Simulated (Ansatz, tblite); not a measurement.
Removing and adding an electron: (CuH)3 ring (Cu3H3). Charge 0, multiplicity 1. Geometry: PBE-D4/def2-SVP. Ansatz, gas phase; energy differences of separate SCF runs; the oxidised species was run as a doublet alone; the reduced species was run as a doublet alone.

```xyz
6

Cu    1.064    0.387   -0.718
H     1.635   -0.939    0.150
Cu    0.095   -1.053    0.825
H    -1.500   -0.546    1.013
Cu   -1.159    0.665   -0.106
H    -0.135    1.485   -1.163
```

The xTB rows come from tblite. Correlated methods freeze 27 core orbitals. In CCSD on the charge 1 doublet the largest single amplitude is 0.31, so its Hartree–Fock determinant may place the open shell otherwise than the density functionals do. HOMO above LUMO, or a gap near zero within one spin, warns that the state may not be the lowest or that an electron is smeared out.

(1) Estimate orbital energies and vertical ionisation energies and electron affinities at: GFN1-xTB; GFN2-xTB; PBE-D4/def2-TZVP; r2SCAN-D4/def2-TZVP; r2SCAN-D4/def2-TZVPD; PBE0-D4/def2-TZVP; PBE0-D4/def2-TZVPD; CCSD/def2-TZVP; CCSD(T)/def2-TZVP.

## Answers

(1) 
```csv
level,−HOMO (eV),vertical IE (eV),−LUMO (eV),vertical EA (eV),HOMO–LUMO gap (eV),IE − EA (eV),remarks
GFN1-xTB,11.38,13.88,8.52,5.81,2.86,8.07,–
GFN2-xTB,9.20,12.97,2.04,0.21,7.16,12.76,–
PBE-D4/def2-TZVP,5.23,8.31,2.06,–,3.18,–,gap within one spin near zero (+1 doublet)
r2SCAN-D4/def2-TZVP,5.25,8.23,1.70,–,3.55,–,–
r2SCAN-D4/def2-TZVPD,5.26,–,1.74,0.09,3.52,–,HOMO above zero (-1 doublet)
PBE0-D4/def2-TZVP,6.57,8.53,1.02,–,5.55,–,–
PBE0-D4/def2-TZVPD,6.59,–,1.22,-0.07,5.37,–,HOMO above zero (-1 doublet)
CCSD/def2-TZVP,–,8.61,–,–,–,–,large T1 (0.074) (+1 doublet)
CCSD(T)/def2-TZVP,–,8.73,–,–,–,–,large T1 (0.074) (+1 doublet)
```

Run but left out: HF/def2-TZVP, MP2/def2-TZVP (charge +1 doublet: a determinant that CCSD turns far, T1 0.074); PBE-D4/def2-TZVPD (charge -1 doublet: an occupied level 0.06 eV above an empty one).   A HOMO above zero means that the electron is unbound at that level or that self-interaction error raises the level; the energy of removing that electron tells which. Raw xTB energy differences between charge states are shifted by several eV; the methods need an empirical correction for them. A negative affinity means that the extra electron isn't bound; its size then hangs on the basis.
